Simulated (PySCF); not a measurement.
Compound: C₄H₃N₂O₂ (charge -1).
Structure used (GFN2-xTB), in Å, numbered top down from 1:
```xyz
11
C4H3N2O2 angstrom
O      1.9691   -1.3080   -0.3649
C      1.4914   -0.2086   -0.1005
O      2.3529    0.8203    0.1841
C      0.1097    0.1282   -0.0549
C     -0.9828   -0.7373   -0.3023
C     -2.0746    0.0815   -0.1273
N     -1.6753    1.3319    0.1965
N     -0.3686    1.3651    0.2412
H      3.2506    0.4626    0.1191
H     -0.9418   -1.7796   -0.5617
H     -3.1252   -0.1535   -0.2153
```

Computed geometry: GFN2-xTB, gas phase.

Take the most abundant isotopes and a rigid rotor. The values belong to one conformer with, in the numbering `[O:1]=[C:2]([OH:3])[c:4]1[cH:5][cH:6][n:7][n-:8]1`, O1–C2–O3–H 0°, O1–C2–C4–C5 0°.

Give the principal moments of inertia and the rotational constants in cm⁻¹.

Ia = 91.95, Ib = 308.86, Ic = 400.81 u·Å²; 505379 MHz·u·Å²/I gives 5496, 1636 and 1261 MHz, that is A = 0.18333, B = 0.05458, C = 0.04206 cm⁻¹.

Classify the top.

An asymmetric top. Ray's parameter κ = (2B − A − C)/(A − C) = -0.823; −1 is the prolate and +1 the oblate limit.

Is it planar, by Δ = Ic − Ia − Ib?

Planar: Δ = Ic − Ia − Ib = 0.00 u·Å². For a rigid frame Δ = −2 Σ m c², so it vanishes when all atoms lie in the ab plane; here none is more than 0.01 Å from it.

List the rotational levels J(Ka,Kc) to J = 2 (MHz).

Above 0(0,0):
J = 1: 1(0,1) 2897, 1(1,1) 6757, 1(1,0) 7133
J = 2: 2(0,2) 8666, 2(1,2) 12176, 2(1,1) 13302, 2(2,1) 24882, 2(2,0) 24908

Whether it is a minimum is left open (no frequencies). Zero-point vibration and centrifugal distortion are left out.
